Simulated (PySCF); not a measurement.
**From computed data to an observable: oscillator strength and radiative lifetime**

Te(F)(OH) (FHOTe), SMILES O[Te]F.

Coordinates come from a B3LYP-D3(BJ)/def2-TZVP optimisation. The def2 effective core potentials stand for the cores of Te; spin–orbit coupling is left out. One conformer was computed; it need not be the lowest.

TDA-LC-ωPBE/def2-SVPD (PySCF 2.14.0) puts the first singlet state with f over 0.02 at 6.26 eV (vertical), with the transition dipole (0.808, 0.462, -0.346) in atomic units.

Find the oscillator strength, the wavelength and the radiative lifetime that this transition would have in vacuum if emission retraced absorption.


|μ|² = 0.9860 au, so |μ| = 2.52 D. ΔE = 6.26/27.211 = 0.2301 hartree. f = (2/3) ΔE |μ|² = 0.151 (the program prints 0.151).
λ = 1239.84/6.26 = 198 nm; ν = 50490 cm⁻¹.
Einstein's coefficient A = 0.6670 ν² f s⁻¹ (ν in cm⁻¹) = 2.6e8 s⁻¹, so τ = 1/A = 3.9 ns. This state is S3; the lower singlets have f = 0.000, 0.009. The figure is the radiative limit of this one transition; relaxation, internal conversion, crossing to triplets and a medium change what is measured.
